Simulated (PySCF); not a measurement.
## Radial density of Li (lithium, neutral)

TPSSh, [He] 2s1, 2S determinant. Calculation: PySCF 2.14, in aug-cc-pVDZ-DK (4s3p2d, 23 functions); scalar relativity by spin-free X2C-1e.

```
r (bohr)  4πr²ρ (e/bohr)  4πr²(ρα − ρβ)
 0.00703        0.008162         0.0001
  0.0118         0.02267         0.0003
  0.0199         0.06134         0.0008
  0.0334          0.1591         0.0021
  0.0562          0.3932         0.0051
  0.0946          0.8856         0.0114
   0.159           1.723         0.0218
   0.268           2.622         0.0311
   0.450           2.704         0.0245
   0.757           1.500         0.0016
    1.27          0.3501         0.0373
    2.14          0.2201         0.2059
    3.60          0.2624         0.2622
    6.06         0.07219         0.0722
    10.2        0.002317         0.0023
```

Densities and radii are taken from the X2C orbitals without a picture-change correction, which distorts them close to the nucleus.
